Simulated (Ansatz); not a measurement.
Harmonic frequencies (cm⁻¹) at PBE0-D4/def2-TZVP from Ansatz: 22, 53, 70, 96, 109, 139, 249, 276, 351, 369, 376, 414, 464, 506, 636, 846, 925, 951, 1015, 1116, 1147, 1209, 1302, 1347, 1382, 1396, 1420, 1472, 1481, 1492, 1496, 3003, 3028, 3042, 3103, 3117, 3122, 3139, 3573.

Each molecule was computed in one conformer, which needn't be the lowest.

(1) Which molecule is it?
A. `[CH3][In]([CH3])[NH2]`
B. `CC(C)[NH][In]([Cl])[Cl]`
C. `[CH3][In]([F])[O][Si](O)(O)O`
D. `[SiH3][In]([SiH3])[SiH3]`

Results:

(1) B.
